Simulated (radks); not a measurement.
Question: Coherent X-ray form factor from a spherical all-electron density. All-electron calculation, scalar-relativistic Kohn-Sham, PBE, spin-polarised, spherical densities, point nucleus. Program: a radial shooting solver on a logarithmic mesh with Libxc functionals.

sin(theta)/lambda (1/angstrom),f0 (electrons)
0.05,41.441
0.1,39.887
0.15,37.642
0.2,35.061
0.25,32.440
0.3,29.971
0.4,25.818
0.5,22.722
0.6,20.399
0.8,16.901
1,13.955
1.25,10.818
1.5,8.514
2,6.095

The species is in the configuration that NIST lists as its ground one. Which atom or ion scatters so?

Answer: The ruthenium ion Ru2+, [Kr] 4d6. Extrapolating in s^2 from the first two rows gives f0(0) = 42.0, near the electron count 42; among species with that count, the fall with angle is slower the higher Z, and the table is that of Z = 44; from so few rows the species is fixed only to a neighbour or two.
